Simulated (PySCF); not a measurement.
C₂H₅O, SMILES [CH2]OC, multiplicity 2.

Geometry optimised at PBE0-D3(BJ)/def2-TZVP. The isomer is the one that the SMILES or the coordinates give; other isomers of the formula were not compared.

Calculation: TDA-ωB97X/def2-SVPD in PySCF.

Vertical excitations. Isolated molecule, no solvent.

| state | energy (eV) | λ (nm) | f | main pairs |
|---|---|---|---|---|
| root 1 | 5.18 | 239 | 0.028 | α HOMO→LUMO 70 %, α HOMO→LUMO+1 21 % |
| root 2 | 5.99 | 207 | 0.001 | α HOMO→LUMO+2 52 %, α HOMO→LUMO+1 18 %, α HOMO→LUMO+3 15 % |
| root 3 | 6.30 | 197 | 0.022 | β HOMO→LUMO 57 %, β HOMO−1→LUMO 30 % |
| root 4 | 6.58 | 188 | 0.003 | α HOMO→LUMO+1 43 %, α HOMO→LUMO+2 23 %, α HOMO→LUMO 18 % |
| root 5 | 6.78 | 183 | 0.044 | α HOMO→LUMO+3 13 %, β HOMO−1→LUMO 43 %, β HOMO→LUMO 24 % |
| root 6 | 6.90 | 180 | 0.011 | α HOMO→LUMO+3 40 %, α HOMO→LUMO+5 11 %, α HOMO→LUMO+4 7 %, α HOMO→LUMO+6 7 %, β HOMO−1→LUMO 12 % |
| root 7 | 7.40 | 167 | 0.028 | α HOMO→LUMO+6 50 %, α HOMO→LUMO+4 34 % |
| root 8 | 7.54 | 164 | 0.014 | α HOMO→LUMO+4 35 %, α HOMO→LUMO+6 30 %, α HOMO→LUMO+3 15 %, β HOMO→LUMO 8 % |
| root 9 | 7.95 | 156 | 0.010 | α HOMO→LUMO+5 67 %, α HOMO→LUMO+2 12 % |
| root 10 | 8.29 | 150 | 0.036 | α HOMO→LUMO+7 57 %, β HOMO−2→LUMO 28 % |
Unrestricted roots are not spin-pure.
